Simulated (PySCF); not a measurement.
Members of one series of related molecules.

All values: CAM-B3LYP/def2-SVPD (PySCF) at GFN2-xTB geometries, gas phase, one conformer each. Core orbitals are frozen in the response; Δα² is half the sum of the squared differences of the principal polarisabilities.

Task: Rank by dipole moment, lowest first.
A. `[CH3:1][Si@@H:2]1[S:3][SiH2:4][Si@H:5]1[O:6][SiH3:7]` with Si4–Si5–O6–Si7 54°, C1–Si2–S3–Si4 -127°, Si2–S3–Si4–Si5 7°, S3–Si4–Si5–O6 -123°, C1–Si2–Si5–Si4 118°
B. `[SiH3:1][O:2][SiH2:3][SiH2:4][S:5][SiH3:6]` with Si1–O2–Si3–Si4 177°, O2–Si3–Si4–S5 180°, Si3–Si4–S5–Si6 176°
C. `[CH3:1][Si@H:2]([SiH2:3][OH:4])[S:5][SiH3:6]` with C1–Si2–Si3–O4 -175°, Si2–Si3–O4–H 62°, C1–Si2–S5–Si6 -167°
D. `[SiH3:1][O:2][SiH2:3][Si@@H:4]1[CH2:5][SiH2:6][S:7]1` with Si1–O2–Si3–Si4 -173°, O2–Si3–Si4–C5 -88°
E. `[CH3:1][Si@@H:2]([SH:3])[SiH2:4][O:5][SiH3:6]` with C1–Si2–S3–H 174°, C1–Si2–Si4–O5 70°, Si2–Si4–O5–Si6 172°

Result: C (0.29 D), B (1.26 D), E (1.86 D), A (2.29 D), D (2.51 D).

Task: Rank by mean static polarisability, highest first.
A. `C[Si@@H](S)[SiH2]O[SiH3]`
B. `[SiH3]O[SiH2][Si@@H]1C[SiH2]S1`
C. `[SiH3]O[SiH2][SiH2]S[SiH3]`
D. `C[Si@@H]1S[SiH2][Si@H]1O[SiH3]`
E. `C[Si@H]([SiH2]O)S[SiH3]`

Result: D (20.88 Å³), B (20.42 Å³), C (19.68 Å³), E (17.66 Å³), A (17.36 Å³).

All values together:

```json
{"SMILES": "C[Si@H]([SiH2]O)S[SiH3]", "formula": "CH10OSSi3", "μ (D)": "0.29", "HOMO (eV)": "-8.32", "LUMO (eV)": "0.09", "α (Å³)": "17.66", "Δα (Å³)": "5.00", "electrons": "82", "α per electron (Å³)": "0.215"}
{"SMILES": "C[Si@@H]1S[SiH2][Si@H]1O[SiH3]", "formula": "CH10OSSi4", "μ (D)": "2.29", "HOMO (eV)": "-8.23", "LUMO (eV)": "-0.33", "α (Å³)": "20.88", "Δα (Å³)": "4.79", "electrons": "96", "α per electron (Å³)": "0.217"}
{"SMILES": "[SiH3]O[SiH2][SiH2]S[SiH3]", "formula": "H10OSSi4", "μ (D)": "1.26", "HOMO (eV)": "-8.43", "LUMO (eV)": "-0.07", "α (Å³)": "19.68", "Δα (Å³)": "8.56", "electrons": "90", "α per electron (Å³)": "0.219"}
{"SMILES": "[SiH3]O[SiH2][Si@@H]1C[SiH2]S1", "formula": "CH10OSSi4", "μ (D)": "2.51", "HOMO (eV)": "-8.13", "LUMO (eV)": "-0.18", "α (Å³)": "20.42", "Δα (Å³)": "6.88", "electrons": "96", "α per electron (Å³)": "0.213"}
{"SMILES": "C[Si@@H](S)[SiH2]O[SiH3]", "formula": "CH10OSSi3", "μ (D)": "1.86", "HOMO (eV)": "-8.32", "LUMO (eV)": "0.18", "α (Å³)": "17.36", "Δα (Å³)": "4.61", "electrons": "82", "α per electron (Å³)": "0.212"}
```

Conformers: `[CH3:1][Si@H:2]([SiH2:3][OH:4])[S:5][SiH3:6]` with C1–Si2–Si3–O4 -175°, Si2–Si3–O4–H 62°, C1–Si2–S5–Si6 -167°; `[CH3:1][Si@@H:2]1[S:3][SiH2:4][Si@H:5]1[O:6][SiH3:7]` with Si4–Si5–O6–Si7 54°, C1–Si2–S3–Si4 -127°, Si2–S3–Si4–Si5 7°, S3–Si4–Si5–O6 -123°, C1–Si2–Si5–Si4 118°; `[SiH3:1][O:2][SiH2:3][SiH2:4][S:5][SiH3:6]` with Si1–O2–Si3–Si4 177°, O2–Si3–Si4–S5 180°, Si3–Si4–S5–Si6 176°; `[SiH3:1][O:2][SiH2:3][Si@@H:4]1[CH2:5][SiH2:6][S:7]1` with Si1–O2–Si3–Si4 -173°, O2–Si3–Si4–C5 -88°; `[CH3:1][Si@@H:2]([SH:3])[SiH2:4][O:5][SiH3:6]` with C1–Si2–S3–H 174°, C1–Si2–Si4–O5 70°, Si2–Si4–O5–Si6 172°.
